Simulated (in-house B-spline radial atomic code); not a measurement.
# Binding energies in Ir VI (Ir5+)

NIST's tabulated ground configuration is [Xe] 4f14 5d4; each binding energy is the energy of the ion with one electron taken from that subshell, relaxed, less that of the parent. Computed with a B-spline radial code for spherical atoms: Dirac-Hartree-Fock, average of configuration, Fermi nucleus of rms radius 5.4032 fm. Energies include first-order Breit, QED and recoil terms.

```csv
subshell,X-ray name,binding energy (eV),-ε (eV),relaxation (eV)
1s,K,76186.9,76674.7,88.6
2s,L1,13505.8,13608.3,52.3
2p1/2,L2,12904.6,13010.9,57.0
2p3/2,L3,11295.5,11380.3,53.5
3p1/2,M2,2992.4,3031.6,29.7
3p3/2,M3,2635.9,2669.4,27.8
4s,N1,776.2,789.3,10.8
4p1/2,N2,663.3,676.0,10.7
4p3/2,N3,578.7,589.3,9.6
5s,O1,176,178.3,1.9
4f5/2,N6,140.5,148.7,8.3
4f7/2,N7,137.5,145.4,8.1
5p1/2,O2,137.2,139.1,1.6
5p3/2,O3,122.8,124.3,1.3
5d,"O4,5",71.26,71.96,0.71
```

Relaxation = -ε minus the binding energy without Breit, QED and recoil terms.

Emission lines follow as differences of binding energies, with λ = 12398.42 eV·Å / E:

| line | holes | energy (eV) | wavelength (Å) |
| --- | --- | --- | --- |
| K-L3 | 1s → 2p3/2 | 64891.4 | 0.19106 |
| K-L2 | 1s → 2p1/2 | 63282.3 | 0.19592 |
| K-M3 | 1s → 3p3/2 | 73551.0 | 0.16857 |
| L1-M3 | 2s → 3p3/2 | 10869.9 | 1.1406 |

(1) What screening constant σ does Moseley's law, E = (3/4)·13.6057 eV·(Z - σ)², need for K-L3?

Moseley's non-relativistic formula needs a falling, then negative, screening constant for heavy elements, because relativity binds the 1s electron more strongly than the formula allows.

(2) What does it cost to remove both a 3p1/2 and a 4f7/2 electron?

(3) What does it cost to remove both a 3p3/2 and a 4f5/2 electron?

(4) What does it cost to remove both a 1s and a 3p1/2 electron?

Results:

(1) σ = -2.74.

(2) 3165.2 eV, which is 35.29 eV more than the two single binding energies together.

(3) 2812 eV, which is 35.59 eV more than the two single binding energies together.

(4) 79313 eV, which is 133.9 eV more than the two single binding energies together.
